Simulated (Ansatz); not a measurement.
CH6S2Si2 (`[SiH3][SiH]1CSS1`). Total charge 0; spin multiplicity 1.

```xyz
11

Si   -1.1230    0.6912    1.3351
Si    0.8109    0.2351    0.1001
C     0.6023   -1.2332   -1.0589
S    -0.1002   -0.1663   -2.3656
S     0.9500    1.5143   -1.6265
H    -0.9501    1.9955    2.0284
H    -2.3007    0.7572    0.4340
H    -1.3466   -0.3666    2.3600
H     2.0348    0.2620    0.9508
H     1.5371   -1.6888   -1.3911
H    -0.1146   -2.0004   -0.7664
```

(1) Give the diagnostics of a CCSD(T)/def2-TZVPP run (frozen core, Ansatz). (Best estimate.)

Results:

(1) The calculation gave: T1 = 0.0131, largest single amplitude 0.012, largest double 0.025, (T) share of the correlation energy 4.6 %, 11 CCSD cycles. The RHF solution is stable towards an unrestricted one. T1 lies under the customary mark of 0.02 for closed shells.
